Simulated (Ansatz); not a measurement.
`NB(Cl)CO`. Charge 0, multiplicity 1. All single points use the PBE0-D4/def2-TZVP geometry. It is one conformer, not always the lowest.

```xyz
10

N     1.566   -0.286   -0.596
B     0.440    0.330   -0.073
Cl    0.514    2.081    0.261
C    -0.885   -0.442    0.290
O    -2.064    0.336    0.329
H     2.428    0.200   -0.770
H     1.587   -1.265   -0.827
H    -1.053   -1.251   -0.430
H    -0.721   -0.941    1.262
H    -1.813    1.238    0.553
```

Q: What is the dipole moment at ωB97M-V/def2-TZVPP? (Best estimate.)

A: Computed: 3.34 D, with components (2.91, -1.52, -0.64) D in this frame, pointing from negative to positive charge.

Q: And with PBE, r2SCAN, B3LYP? (Estimate.)

A: Computed: PBE 3.30 D, r2SCAN 3.32 D, B3LYP 3.35 D.

Q: Give the Mulliken charges with ωB97M-V, r2SCAN, B3LYP in def2-TZVPP. (An estimate is asked.)

A: Ansatz gave: 
```csv
atom,ωB97M-V,r2SCAN,B3LYP
N1,-0.19,-0.29,-0.23
B2,0.10,0.19,0.14
Cl3,-0.19,-0.22,-0.22
C4,-0.01,0.07,0.02
O5,-0.34,-0.38,-0.36
H6,0.14,0.18,0.17
H7,0.13,0.18,0.16
H8,0.08,0.03,0.07
H9,0.10,0.05,0.08
H10,0.18,0.20,0.19
```

B3LYP here is the variant with VWN-RPA as its local correlation; programs differ in this.
